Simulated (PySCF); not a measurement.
# CaBr2: fields on a plane

Computed with PBE/[Ca def2-TZVP, Br def2-TZVP], no relativity, density fitting, PySCF.

The singlet minimum has Ca–Br 2.615 Å (×2); Br–Ca–Br 180.0°.

The plane holds Ca1 at (0.00, 0.00), Br2 at (2.61, 0.00), Br3 at (-2.61, 0.00) Å. Columns run from x = -4.65 to 4.95 Å, rows from y = 2.25 (top) to -1.95 Å, in steps of 0.3 Å. Other isomers or separated fragments may lie lower.

Task: Give the electron density (e/Å³) (cut at 5 e/Å³). Lower edges of the bins (e/Å³): '0' 0.000, '1' 0.030, '2' 0.077, '3' 0.151, '4' 0.268, '5' 0.455, '6' 0.750, '7' 1.218, '8' 1.960, '9' 3.136; top 5.00.

Result: 
```
000000000000000000000000000000000
000000000000000000000000000000000
000001111110000000000111111000000
000112333221100110011223332110000
001234554432112332112344554321000
001346676543235775323456766431000
012357998654358998534568997532100
012469999764479999744679999642100
012469999764479999744679999642100
012357998654358998534568997532100
001346676543235775323456766431000
001234554432112332112344554321000
000112333221100110011223332110000
000001111110000000000111111000000
000000000000000000000000000000000
```

Task: Give the electrostatic potential (V) (cut at 20 V). Lower edges of the bins (V): '_' -0.71, '.' -0.59, ':' -0.39, '-' -0.08, '=' 0.40, '+' 1.17, '*' 2.40, '#' 4.34, '%' 7.41, '@' 12.28; top 20.0, each point printed twice.

Result: 
```
................::--====++++********++++====--::..................
....__________..::--==++++************++++==--::..__________......
..________..::::::--==++****########****++==--::::::..________....
______..::====++======++**##%%%%%%%%##**++======++====::..______..
____..--++**##%%##**++**##%%%%@@@@%%%%##**++**##%%##**++--..______
____::++##@@@@@@@@%%####%%@@@@@@@@@@@@%%####%%@@@@@@@@##++::______
__..--**@@@@@@@@@@@@%%##%%@@@@@@@@@@@@%%##%%@@@@@@@@@@@@**--..____
__..==##@@@@@@@@@@@@@@%%%%@@@@@@@@@@@@%%%%@@@@@@@@@@@@@@##==..____
__..==##@@@@@@@@@@@@@@%%%%@@@@@@@@@@@@%%%%@@@@@@@@@@@@@@##==..____
__..--**@@@@@@@@@@@@%%##%%@@@@@@@@@@@@%%##%%@@@@@@@@@@@@**--..____
____::++##@@@@@@@@%%####%%@@@@@@@@@@@@%%####%%@@@@@@@@##++::______
____..--++**##%%##**++**##%%%%@@@@%%%%##**++**##%%##**++--..______
______..::====++======++**##%%%%%%%%##**++======++====::..______..
..________..::::::--==++****########****++==--::::::..________....
....__________..::--==++++************++++==--::..__________......
```
